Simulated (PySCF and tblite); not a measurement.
C₆H₇F, numbered as in [F:1][CH2:2][C:3]1=[CH:4][CH2:5][CH:6]=[CH:7]1. Search: ETKDG and KDG, MMFF94s, GFN2-xTB, 60 starts; geometries at GFN2-xTB. Energies: PBE0-D3(BJ)/pcSseg-1, with GFN2-xTB thermal terms (modes under about 100 cm⁻¹ blended into free rotors). Symmetry numbers and mirror images are counted. Conformers within 2.5 kcal/mol (GFN2-xTB free energy) were kept, 6 at most. GIAO shieldings: PBE0/pcSseg-1. Shifts are against TMS (¹H), TMS (¹³C), CFCl3 (¹⁹F) at the same level. Run with PySCF (density fitting) and tblite.

Torsions listed: F1–C2–C3–C4. The 5-ring runs over atoms 3–4–5–6–7. Of a mirror pair one member is shown.

Two conformers hold nearly all the population. I: 5-ring flat; -124°; δ(H7) = 7.06 ppm. II: 5-ring flat; 0°; δ(H7) = 6.51 ppm. The average over the ensemble at 298.15 K is 6.88 ppm.

What populations and free-energy difference follow from a two-state model?

p(I) = (6.88 − 6.51)/(7.06 − 6.51) = 0.67, so K = p(II)/p(I) = 0.49 and G(II) − G(I) = −RT ln K = 0.43 kcal/mol. One of the two counts twice, as a mirror pair, which this difference holds. The weights computed directly are 65.5 % and 34.5 %.

The minima are those of GFN2-xTB; planar forms about aryl–S or allylic bonds may be saddles in DFT.
